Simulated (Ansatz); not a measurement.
Isolated molecules relaxed with PBE0-D4/def2-TZVP in Ansatz; ΔE leaves out vibrations. CCSD(T)/CBS is the MP2 limit (def2-TZVPP, def2-QZVPP) plus CCSD(T) − MP2 in def2-TZVPP, frozen cores. This one scheme is used for every species. Functionals use def2-TZVPP. B3LYP here is the variant with VWN-RPA as its local correlation; programs differ in this. HSE06 is defined as in plane-wave codes. For Ga outer-core shells are correlated without core-valence functions, which leaves a few kJ/mol of doubt a bond. Scalar relativity is left out up to krypton. One conformer a species, not always the lowest.

`C[SiH2]S[SiH2][GaH2]` + `[NH2][AlH2]` → `[NH2][AlH][GaH2]` + `C[SiH2]S[SiH3]`  (formal exchange of groups at a Ga–Si bond)

CCSD(T)/CBS gives +0.01 eV.

Another level gave +0.01 eV. Which?
A. HSE06/def2-TZVPP
B. B3LYP/def2-TZVPP
C. ωB97M-V/def2-TZVPP
D. revPBE-D4/def2-TZVPP

C. ωB97M-V 0.01, HSE06 -0.07, revPBE-D4 0.07, B3LYP -0.14 eV.

Largest T1 diagnostic among the species: 0.013.

At CCSD(T), def2-SVP lies −0.04 eV from the extrapolated value and def2-TZVPP −0.02 eV. The D4 term adds +0.16 eV with B3LYP and +0.09 eV with PBE0; it sums over pairs of atoms, weighted by their polarisabilities, and B3LYP, whose exchange is more repulsive, gets the larger term. In def2-TZVPP, CCSD(T) changes the Hartree–Fock value by +0.24 eV (the triples alone add +0.04 eV) and MP2 by +0.28 eV.
